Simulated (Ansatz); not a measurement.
C8H18F2Sn, SMILES `CC(C)[CH2][Sn]([F])([F])[CH2]C(C)C`, 29 atoms. Charge 0, multiplicity 1. Correlated methods include outer-core shells of Sn, which these sets cover unevenly. Sn: def2 effective core potential. Hardware: A = 11 threads of an AMD EPYC 7R13 on a shared host and a whole NVIDIA H100 80 GB; B = 11 threads of an AMD EPYC 7R13 on a shared host. Correlated methods freeze the cores.

Problem. How many basis functions does each run have, and how long does it take in Ansatz? RKS B2PLYP (frozen core)/def2-TZVPP energy [A]; RKS LC-ωPBE/def2-TZVPP energy [A]; RKS ωB97M-V/def2-QZVPP energy [A]; RHF-CCSD(T)/def2-SVP energy [A]; RKS ωB97M-V/def2-SVP energy [B]; RKS PBE0-D4/def2-SVP energy [B]; RKS revPBE-D4/def2-TZVPP energy [A]; RKS PBE0-D4/def2-TZVP relaxation (21 steps) [A]; RHF-CCSD(T)/def2-TZVPP energy [A]; RKS PBE0-D4/def2-QZVPP energy [A]; direct RPA on PBE orbitals/def2-TZVPP energy [A]; RKS PBE-D4/def2-TZVPP energy and forces [A]. (Best estimate.)

Solution. The calculation gave: Other jobs shared the machine, so times are rough.

```
                                level                        job  functions  wall time  peak host memory (GiB)
             RKS revPBE-D4/def2-TZVPP                 energy [A]        612      3.3 s                     1.2
                 RKS PBE0-D4/def2-SVP                 energy [B]        256      3.4 s                     1.9
                RKS PBE-D4/def2-TZVPP      energy and forces [A]        612      3.9 s                     1.2
               RKS LC-ωPBE/def2-TZVPP                 energy [A]        612      5.5 s                     1.9
               RKS PBE0-D4/def2-QZVPP                 energy [A]       1192      7.5 s                     1.9
direct RPA on PBE orbitals/def2-TZVPP                 energy [A]        612        8 s                     3.8
  RKS B2PLYP (frozen core)/def2-TZVPP                 energy [A]        612      8.5 s                     3.8
                 RKS ωB97M-V/def2-SVP                 energy [B]        256      8.5 s                       2
                 RHF-CCSD(T)/def2-SVP                 energy [A]        256        9 s                     1.9
               RKS ωB97M-V/def2-QZVPP                 energy [A]       1192       11 s                       2
                RKS PBE0-D4/def2-TZVP  relaxation (21 steps) [A]        468       40 s                     1.3
               RHF-CCSD(T)/def2-TZVPP                 energy [A]        612      100 s                     3.6
```

LC-ωPBE has ω = 0.4 bohr⁻¹.
